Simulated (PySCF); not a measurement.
**Niobium: a sound run and one with changed settings**

Sound run: Nb [Kr] 4d4 5s1, Nb⁺ [Kr] 4d4. Calculation: PySCF 2.14, in cc-pVDZ-PP with ECP28MDF (4s4p3d1f, 38 functions); scalar relativity through the core potential. The sound run starts from symmetry-adapted Hartree-Fock orbitals and uses a fine grid where one is needed.

Changed run: initial guess 1e, at most 50 SCF cycles.

| species | method | sound run (hartree) | changed run (hartree) | converged |
| --- | --- | --- | --- | --- |
| Nb | UHF | -56.14738 | -56.08683 | yes |
| Nb | PBE0 | -56.63495 | -56.63548 | yes |
| Nb | MN15 | -56.52395 | -56.47591 | yes |
| Nb⁺ | UHF | -55.92694 | -55.92208 | yes |
| Nb⁺ | PBE0 | -56.38034 | -56.38074 | yes |
| Nb⁺ | MN15 | n/a | -56.27350 | yes |

Ionisation energy of Nb:

```json
{"method": "PBE0", "sound run (eV)": "6.928", "changed run (eV)": "6.932"}
```

The plain start fixes occupations by D2h representation alone, and Nb at UHF, Nb at MN15, Nb⁺ at UHF landed in another state (other ⟨L²⟩ or ⟨S²⟩). 

For comparison, NIST gives 6.759 eV between the lowest levels.
